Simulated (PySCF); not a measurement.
## Atomic charges by several schemes

C5H6F2.
Geometry (GFN2-xTB, Å), atoms numbered from 1 in this order:
```xyz
13
C5H6F2 angstrom
C      2.4399    0.3458    0.1952
C      1.1818   -0.0701    0.0908
C      0.0613    0.8396    0.0844
C     -1.2151    0.4736   -0.0228
F     -2.1776    1.4285    0.0071
C     -1.7937   -0.9028   -0.1696
F     -1.1487   -1.6224   -1.1455
H      3.2657   -0.3436    0.1997
H      2.6851    1.3919    0.2781
H      0.9629   -1.1234   -0.0007
H      0.2809    1.8949    0.1706
H     -1.7014   -1.4825    0.7580
H     -2.8456   -0.8290   -0.4632
```

Density: PBE0/pcSseg-1 (PySCF); schemes: Mulliken, IAO, Hirshfeld and ESP-fitted. The structure is a single GFN2-xTB conformer in the gas phase; no vibrational or solvent corrections.

Question: For which atoms does the sign change between the 4 schemes (beyond +0.03 e in one, beyond −0.03 e in another)?

Answer: For none.

Question: Do the Mulliken, IAO, Hirshfeld and ESP-fitted schemes agree on where the charge is highest?

Answer: The schemes don't all agree: Mulliken C6 (+0.191); IAO C4 (+0.263); Hirshfeld C4 (+0.081); ESP-fitted C4 (+0.254).

Question: At which atom do the 4 schemes differ most?

Answer: At C1: from -0.484 (ESP-fitted) to -0.094 e (Hirshfeld), 0.390 e apart.

Question: Give the atomic charges in each scheme.

Answer: In e:

```csv
atom,environment,Mulliken,IAO,Hirshfeld,ESP-fitted
C1,terminal =CH2 carbon,-0.138,-0.309,-0.094,-0.484
C2,alkene CH carbon,-0.177,-0.137,-0.047,+0.004
C3,alkene CH carbon,-0.159,-0.189,-0.072,-0.347
C4,vinylic C–F carbon,+0.157,+0.263,+0.081,+0.254
F5,vinyl fluorine,-0.284,-0.274,-0.088,-0.211
C6,sp3 C–F carbon,+0.191,+0.012,+0.023,+0.077
F7,alkyl fluorine,-0.330,-0.319,-0.107,-0.228
H8,vinylic hydrogen,+0.119,+0.157,+0.050,+0.190
H9,vinylic hydrogen,+0.115,+0.147,+0.047,+0.208
H10,vinylic hydrogen,+0.120,+0.157,+0.043,+0.147
H11,vinylic hydrogen,+0.116,+0.167,+0.055,+0.212
H12,methylene hydrogen,+0.132,+0.157,+0.054,+0.070
H13,methylene hydrogen,+0.138,+0.166,+0.055,+0.107
```

Mean size of the charges over all atoms: ESP-fitted 0.195 e, IAO 0.189 e, Mulliken 0.167 e, Hirshfeld 0.063 e. Each set sums to the total charge, 0, to within 0.001 e. The IAO scheme projects the occupied orbitals on a minimal set of polarised atomic orbitals and counts the electrons in each atom's part of it.

Question: How closely do the schemes follow one another over all atoms?

Answer: Correlation coefficient and root-mean-square difference: IAO with Hirshfeld 0.99, 0.139 e; Mulliken with Hirshfeld 0.95, 0.118 e; Mulliken with IAO 0.92, 0.080 e; IAO with ESP-fitted 0.92, 0.092 e; Hirshfeld with ESP-fitted 0.92, 0.170 e; Mulliken with ESP-fitted 0.79, 0.140 e.

Question: Sum the charges by element.

Answer: 
```json
{"element": "C", "atoms": "5", "Mulliken": "-0.125", "IAO": "-0.359", "Hirshfeld": "-0.108", "ESP-fitted": "-0.495"}
{"element": "F", "atoms": "2", "Mulliken": "-0.614", "IAO": "-0.592", "Hirshfeld": "-0.195", "ESP-fitted": "-0.439"}
{"element": "H", "atoms": "6", "Mulliken": "+0.740", "IAO": "+0.951", "Hirshfeld": "+0.303", "ESP-fitted": "+0.934"}
```
